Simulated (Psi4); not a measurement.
H7NSi2, charge +1, quartet, at a GFN2-xTB geometry of the parent state (a state made from the parent by changing its charge; the spin is typed, not shown lowest); MP2/def2-SVP (Psi4).

Here is a job for Psi4.
```
memory 2 GB

molecule mol {
1 4
Si    1.493033   -0.294674    0.377757
N     0.071777   -0.112458   -0.595000
Si   -1.522670    0.358034   -0.109403
H     2.600860   -0.448419   -0.566127
H     1.616449    0.914355    1.188042
H     1.410228   -1.470968    1.253170
H     0.117434   -0.570145   -1.490852
H    -2.189297   -0.691900    0.671698
H    -2.257680    0.603145   -1.350981
H    -1.385520    1.564090    0.703100
}

set {
  basis def2-svp
  reference uhf
}

energy('mp2')
print_variables()
```

What the program printed (banner, timings and long lists left out):

```
    SCF Algorithm Type (re)set to DF.

   => Loading Basis Set <=

    Name: DEF2-SVP
    Role: ORBITAL
    Keyword: BASIS

         ---------------------------------------------------------
                                   SCF
               by Justin Turney, Rob Parrish, Andy Simmonett
                          and Daniel G. A. Smith
                              UHF Reference
         ---------------------------------------------------------

  ==> Geometry <==

    Molecular point group: c1
    Full point group: C1

    Geometry (in Angstrom), charge = 1, multiplicity = 4:

       Center              X                  Y                   Z               Mass
    ------------   -----------------  -----------------  -----------------  -----------------
         SI           1.491893750059    -0.295936627615     0.383118079844    27.976926534650
         N            0.070637750059    -0.113720627615    -0.589638920156    14.003074004430
         SI          -1.523809249941     0.356771372385    -0.104041920156    27.976926534650
         H            2.599720750059    -0.449681627615    -0.560765920156     1.007825032230
         H            1.615309750059     0.913092372385     1.193403079844     1.007825032230
         H            1.409088750059    -1.472230627615     1.258531079844     1.007825032230
         H            0.116294750059    -0.571407627615    -1.485490920156     1.007825032230
         H           -2.190436249941    -0.693162627615     0.677059079844     1.007825032230
         H           -2.258819249941     0.601882372385    -1.345619920156     1.007825032230
         H           -1.386659249941     1.562827372385     0.708461079844     1.007825032230

  Running in c1 symmetry.

  Rotational constants: A =      0.83290  B =      0.10098  C =      0.09601 [cm^-1]
  Rotational constants: A =  24969.70646  B =   3027.29537  C =   2878.45099 [MHz]
  Nuclear repulsion =  157.314168129139688

  Charge       = 1
  Multiplicity = 4
  Electrons    = 41
  Nalpha       = 22
  Nbeta        = 19

  ==> Algorithm <==

  SCF Algorithm Type is DF.
  DIIS enabled.
  MOM disabled.
  Fractional occupation disabled.
  Guess Type is SAD.
  Energy threshold   = 1.00e-08
  Density threshold  = 1.00e-08
  Integral threshold = 1.00e-12

  ==> Primary Basis <==

  Basis Set: DEF2-SVP
    Blend: DEF2-SVP
    Number of shells: 43
    Number of basis functions: 85
    Number of Cartesian functions: 88
    Spherical Harmonics?: true
[...]
   @DF-UHF iter  89:  -635.51962505131337    7.79769e-05   6.78863e-05 DIIS
   @DF-UHF iter  90:  -635.51980834287701   -1.83292e-04   5.76334e-05 DIIS
   @DF-UHF iter  91:  -635.51978281631057    2.55266e-05   5.99144e-05 DIIS
   @DF-UHF iter  92:  -635.51973161863361    5.11977e-05   6.24799e-05 DIIS
   @DF-UHF iter  93:  -635.51978106160175   -4.94430e-05   5.68276e-05 DIIS
   @DF-UHF iter  94:  -635.51978149268746   -4.31086e-07   5.76122e-05 DIIS
   @DF-UHF iter  95:  -635.51975659797574    2.48947e-05   6.06652e-05 DIIS
   @DF-UHF iter  96:  -635.52041126397523   -6.54666e-04   6.22880e-05 DIIS
   @DF-UHF iter  97:  -635.51966556548052    7.45698e-04   8.29230e-05 DIIS
   @DF-UHF iter  98:  -635.51976103269340   -9.54672e-05   5.92414e-05 DIIS
   @DF-UHF iter  99:  -635.51973124232393    2.97904e-05   6.41414e-05 DIIS
   @DF-UHF iter 100:  -635.51972525289352    5.98943e-06   6.88488e-05 DIIS

PsiException: Could not converge SCF iterations in 100 iterations.

  Failed to converge.

Traceback (most recent call last):
  File "psi4", line 375, in <module>
  File "<string>", line 31, in <module>
  File "site-packages/psi4/driver/driver.py", line 533, in energy
  File "site-packages/psi4/driver/procrouting/proc.py", line 167, in select_mp2
  File "site-packages/psi4/driver/procrouting/proc.py", line 4366, in run_dfmp2
  File "site-packages/psi4/driver/procrouting/proc.py", line 2047, in scf_helper
  File "site-packages/psi4/driver/procrouting/scf_proc/scf_iterator.py", line 93, in scf_compute_energy
  File "site-packages/psi4/driver/procrouting/scf_proc/scf_iterator.py", line 86, in scf_compute_energy
  File "site-packages/psi4/driver/procrouting/scf_proc/scf_iterator.py", line 609, in scf_iterate

psi4.driver.p4util.exceptions.SCFConvergenceError: Could not converge SCF iterations in 100 iterations.

Printing out the relevant lines from the Psithon --> Python processed input file:
    H    -1.385520    1.564090    0.703100
    ""","mol")
    core.IO.set_default_namespace("mol")
    core.set_global_option("BASIS", "def2-svp")
    core.set_global_option("REFERENCE", "uhf")
--> energy('mp2')
    print_variables()

!-------------------------------------------------------!
!                                                       !
!  Could not converge SCF iterations in 100 iterations. !
!                                                       !
!-------------------------------------------------------!
```

The run did not converge; its last values are not results.
